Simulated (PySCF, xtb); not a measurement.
C8H5N5, SMILES C1=CC2=CC=NC3=NC=NC(=N1)N23.

GFN2-xTB (xtb) at its own geometry gives an orbital gap of 1.83 eV and a dipole moment of 5.08 D.

Geometry: PBE-D3(BJ)/def2-SVP.

Q: What does B3LYP/def2-SVP (PySCF) give? (The exact figures need the calculation; the answer reports its results.)

A: gap 3.21 eV (levels -6.03 and -2.82 eV), dipole 4.77 D.
